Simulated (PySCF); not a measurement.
This PySCF input asks for the NMR shieldings of C4H11BN2O; the geometry comes from GFN2-xTB.

```python
import basis_set_exchange as bse
import numpy as np
from pyscf import gto, dft
from pyscf.prop import nmr

atoms = """
C     0.355815    2.144386    1.285568
C    -0.182646    1.604555    0.355375
B    -0.850807    0.935128   -0.857384
O    -0.560351    1.284479   -2.146398
N    -1.796790   -0.073782   -0.662378
C    -2.269088   -0.620110    0.584216
N     2.535967   -0.355715   -0.217729
C     1.676854   -1.503331    0.019986
H     0.822571    2.610722    2.105621
H     0.108867    1.958567   -2.242349
H    -2.217957   -0.493393   -1.477107
H    -2.043734   -1.688853    0.655152
H    -3.350627   -0.489193    0.687618
H    -1.775377   -0.103397    1.405276
H     1.971131    0.488155   -0.236792
H     3.199929   -0.256857    0.544075
H     0.973696   -1.581446   -0.807851
H     2.292561   -2.402271    0.043410
H     1.100184   -1.448393    0.954228
"""
names = dict.fromkeys(["C", "B", "O", "N", "H"], "pcSseg-1")
basis = {el: gto.basis.parse(bse.get_basis(n, elements=[el], fmt="nwchem")) for el, n in names.items()}
mol = gto.M(atom=atoms, basis=basis, charge=0, verbose=0)
mf = dft.RKS(mol, xc="PBE0")
mf.grids.level = 2
mf.grids.alignment = dft.numint.BLKSIZE   # the property module wants whole blocks of grid points
mf.conv_tol = 1e-9
mf.kernel()

calc = nmr.RKS(mf)   # GIAO
C = mf.mo_coeff
Co = C[:, mf.mo_occ > 0]
resp = mf.gen_response(singlet=True, hermi=2)
def vind(x):   # induced exchange potential for any number of trial vectors
    d = np.einsum("pi,xij,qj->xpq", C, 2 * x.reshape(-1, C.shape[1], Co.shape[1]), Co, optimize=True)
    return np.einsum("xpq,pi,qj->xij", resp(d - d.transpose(0, 2, 1)), C, Co, optimize=True).ravel()
mo1, _ = nmr.rhf.solve_mo1(calc, with_cphf=vind)
sigma = calc.kernel(mo1)
for i, s in enumerate(sigma):   # ppm
    w = np.linalg.eigvalsh((s + s.T) / 2)
    print("%2d %-2s iso %8.1f  s11 %8.1f  s22 %8.1f  s33 %8.1f" % (i, mol.atom_pure_symbol(i), w.mean(), *w))
```

Q: What does it print?

A: 
```
 0 C  iso     86.9  s11     11.5  s22     14.8  s33    234.3
 1 C  iso     96.8  s11     -2.4  s22      0.9  s33    291.8
 2 B  iso     80.7  s11     54.1  s22     88.4  s33     99.6
 3 O  iso    220.3  s11    114.5  s22    259.9  s33    286.5
 4 N  iso    172.9  s11     83.3  s22    207.7  s33    227.7
 5 C  iso    153.8  s11    132.9  s22    144.2  s33    184.3
 6 N  iso    241.7  s11    208.4  s22    235.0  s33    281.8
 7 C  iso    154.1  s11    133.7  s22    146.6  s33    182.1
 8 H  iso     29.6  s11     24.8  s22     25.3  s33     38.7
 9 H  iso     28.0  s11     22.1  s22     24.9  s33     36.9
10 H  iso     28.7  s11     21.8  s22     28.6  s33     35.6
11 H  iso     28.8  s11     24.2  s22     27.1  s33     35.2
12 H  iso     28.8  s11     23.8  s22     26.6  s33     36.0
13 H  iso     28.2  s11     24.2  s22     29.3  s33     30.9
14 H  iso     30.6  s11     22.0  s22     27.7  s33     42.2
15 H  iso     31.9  s11     24.8  s22     29.3  s33     41.5
16 H  iso     29.2  s11     25.9  s22     28.0  s33     33.7
17 H  iso     29.2  s11     24.7  s22     27.5  s33     35.4
18 H  iso     28.9  s11     25.1  s22     27.4  s33     34.2
```

These numbers come from an equivalent density-fitted implementation of the same equations, which agrees with the script to about 0.01 ppm for H and up to a few tenths of a ppm for heavy atoms, so last digits may differ.

Size and cost of the density-fitted run: 191 basis functions, 58 s wall time on 1 thread of an Arm Neoverse N1, shared host; peak memory 0.86 GiB.
